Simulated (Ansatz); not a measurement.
Harmonic frequencies (cm⁻¹) at PBE0-D4/def2-TZVP from Ansatz: 83, 84, 101, 145, 236, 243, 420, 622, 775, 1181, 1191, 1235, 1486, 1495, 1501, 3021, 3091, 3100.

Each molecule was computed in one conformer, which needn't be the lowest.

Q: Which molecule is it?
A. `C[O][Al]([Cl])[Cl]`
B. `[NH2][AlH][NH2]`
C. `C[O][Al]([F])[F]`
D. `C[O][AlH][F]`

A: A.
